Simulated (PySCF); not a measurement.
# Cs₂Cl⁺: bend–stretch map

Level of theory: PBE0 in PySCF with Cl def2-TZVP, Cs def2-TZVP with ECP46; scalar-relativistic core potentials, no spin–orbit coupling; density-fitted integrals.

Rigid scan from the singlet minimum (Cl–Cs 3.096 Å (×2); Cs–Cl–Cs 180.0°). Coordinate: rows scale both bonds, columns set the Cs–Cl–Cs angle. Energies in kJ/mol from the minimum.

Rows run from the largest first scale (top) to the smallest, columns from the smallest angle to the largest. Lower edges of the bins (kJ/mol): '0' 0.00, '1' 0.49, '2' 1.27, '3' 2.50, '4' 4.46, '5' 7.55, '6' 12.46, '7' 20.24, '8' 32.57, '9' 52.12; top 83.
```
9987766
9876554
9876432
9875310
9876533
9987666
```

Question: Give the energies on the grid of the scan.

Answer: 
| scale \ angle | 90 | 105 | 120 | 135 | 150 | 165 | 180 |
| --- | --- | --- | --- | --- | --- | --- | --- |
| 0.94 | 83 | 54 | 37 | 26 | 18 | 15 | 14 |
| 0.97 | 70 | 43 | 26 | 15 | 8 | 4 | 3 |
| 1.00 | 64 | 38 | 22 | 11 | 4 | 1 | 0 |
| 1.03 | 64 | 38 | 23 | 13 | 6 | 3 | 2 |
| 1.06 | 67 | 43 | 27 | 18 | 11 | 8 | 7 |
| 1.10 | 76 | 52 | 38 | 28 | 22 | 19 | 18 |

The bond scale of lowest energy on the grid is 1.03 at 90°, 1.00 at 105°, 1.00 at 120°, 1.00 at 135°, 1.00 at 150°, 1.00 at 165°, 1.00 at 180°.
